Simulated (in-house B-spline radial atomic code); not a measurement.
What moves the levels of Ru ([Kr] 4d7 5s1)? Computed with an all-electron radial atomic-structure program (B-spline basis): Dirac-Hartree-Fock, average of the jj configuration, Fermi nucleus of rms radius 4.3908 fm.

Baseline run (computed): total energy -4529.2895 hartree, 1s1/2 at -817.6982 hartree, 5s1/2 at -6.0612 eV with <r> = 3.702 bohr.

Changing the nucleus:

```csv
nucleus,ΔE (eV)
"Fermi nucleus of rms radius 4.4229 fm, A = 98",0.0272
"Fermi nucleus of rms radius 4.4338 fm, A = 99",0.0365
"Fermi nucleus of rms radius 4.4531 fm, A = 100",0.053
"Fermi nucleus of rms radius 4.4606 fm, A = 101",0.0594
"Fermi nucleus of rms radius 4.4809 fm, A = 102",0.0769
"Fermi nucleus of rms radius 4.5098 fm, A = 104",0.102
```

A larger nucleus binds the electrons less, roughly as the density at the nucleus times the change of the nuclear <r²>. The reference is A = 96.
